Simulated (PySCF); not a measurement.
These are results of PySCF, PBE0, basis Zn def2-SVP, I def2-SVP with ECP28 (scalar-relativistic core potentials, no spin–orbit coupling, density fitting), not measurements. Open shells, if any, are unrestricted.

**Question.** What shape and geometry does isolated singlet ZnI2 take (every ligand bound to Zn)?

**Answer.** Counting electrons, zinc keeps none of its valence electrons outside its bonds, so the VSEPR class is AX2 and the expected shape is linear (D∞h), as computed. The lowest minimum found is a singlet of D∞h symmetry with Zn–I 2.424 Å (×2); I–Zn–I 180.0°. Its harmonic wavenumbers are 69 (πu), 155 (σg+), 342 (σu+) cm⁻¹ and its dipole moment is 0.00 D.
